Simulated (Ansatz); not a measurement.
C3H4Si, SMILES `C#C[C][SiH3]` (excited singlet) (charge 0, multiplicity 1). This singlet is an excited state, 0.64 eV above the relaxed triplet at the level B3LYP/cc-pVTZ // PBE0-D3(BJ)/def2-TZVP (Ansatz, an electronic-structure program).

Cartesian coordinates (Å):
```xyz
8

C      2.6200    -0.9270     0.2179
C      1.3967    -0.4226     0.1519
C      0.1918    -0.0945     0.1376
Si    -1.5663     0.3421     0.0640
H      3.4473    -0.2529    -0.0217
H     -1.7761     1.7694     0.4101
H     -2.3845    -0.5101     0.9612
H     -1.9289     0.0955    -1.3553
```
Charge 0, spin multiplicity 1.

The restricted HF start is unstable towards unrestricted orbitals.

Problem. Give the natural occupations of the active orbitals, the CASSCF energy and the corrected energy for frozen-core fic-MRCISD+Q@CASSCF(2e,2o)/cc-pVTZ // PBE0-D3(BJ)/def2-TZVP (Ansatz).

Solution. 
The natural occupations comes out as 1.92, 0.08 and the CASSCF energy comes out as -404.7641 Ha. The corrected energy is -405.3380 Ha and the weight of the reference is 0.855.
